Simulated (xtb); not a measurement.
CHBr₂F, SMILES FC(Br)Br. All values are semi-empirical tight-binding results from xtb (GFN2-xTB unless named), good for trends rather than for accurate numbers. Geometry optimised at GFN2-xTB.

Computed properties:
```
Property                                       Result
--------------------------------------  -------------
point group as xtb finds it                        Cs
orbital gap                                   4.32 eV
zero-point energy                       11.7 kcal/mol
G − E(el) at 298.15 K (modified RRHO)   -7.6 kcal/mol
static polarisability (D4 model)           56.3 bohr³
solvation energy, GFN2-xTB/ALPB(water)   0.3 kcal/mol
solvation energy, GFN2-xTB/ALPB(thf)    -4.0 kcal/mol
```
